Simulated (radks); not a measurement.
The numbers below are computed, except where a source is named.
Removal energies from the dysprosium ion Dy+, [Xe] 4f(5/2: 6, 7/2: 4) 6s1, by Delta-SCF beside the eigenvalue of the level emptied. Level of theory: Dirac Kohn-Sham, relativistic LDA (MacDonald-Vosko exchange, VWN5 correlation), spin-unpolarised, spherical densities, finite nucleus; Fermi nuclear charge, rms radius of each element as measured or else 0.836 A^(1/3) + 0.57 fm (a radial shooting solver on a logarithmic mesh with Libxc functionals). Sub-shells are occupied by j as written (lower j first in brackets).

| removed from | final configuration | Delta-SCF (eV) | -eigenvalue (eV) |
|---|---|---|---|
| 6s1/2 | [Xe] 4f(5/2: 6, 7/2: 4) | 11.838 | 9.085 |
| 4f7/2 | [Xe] 4f(5/2: 6, 7/2: 3) 6s1 | 17.332 | 9.451 |
| 4f5/2 | [Xe] 4f(5/2: 5, 7/2: 4) 6s1 | 18.279 | 10.331 |
| 5p3/2 | [Kr] 4d10 4f(5/2: 6, 7/2: 4) 5s2 5p(1/2: 2, 3/2: 3) 6s1 | 36.512 | 30.567 |
